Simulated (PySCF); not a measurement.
Cl$_{2}$Y (SMILES [Cl][Y+][Cl]), charge +1, singlet, geometry from GFN2-xTB (such geometries of metal compounds can be far from the true shape) (the multiplicity is a formal guess) (core potentials on Y).

PySCF was given this input:
```python
from pyscf import gto, scf, dft

mol = gto.M(
    atom='''
Y     0.57590956   -0.03725126    0.56239799
Cl    0.55480110    0.35336423   -1.86913145
Cl   -1.87600539   -0.26790545    0.57892429
''',
    basis='def2-sv(p)',
    ecp={'Y': 'def2-sv(p)'},
    charge=1,
    verbose=4,
)

mf = dft.RKS(mol)
mf.xc = 'blyp'
mf.disp = 'd3bjm'
mf.kernel()
```

### Question
What is the computed number of basis functions (BLYP-D3BJM/def2-SV(P) in PySCF)?

### Answer
60

### Question
What HOMO energy does BLYP-D3BJM/def2-SV(P) give?

### Answer
-11.70 eV

### Question
Predict the Mulliken (on the basis functions themselves) charges in atom order from BLYP-D3BJM/def2-SV(P).

### Answer
Y1 1.22, Cl2 -0.11, Cl3 -0.11
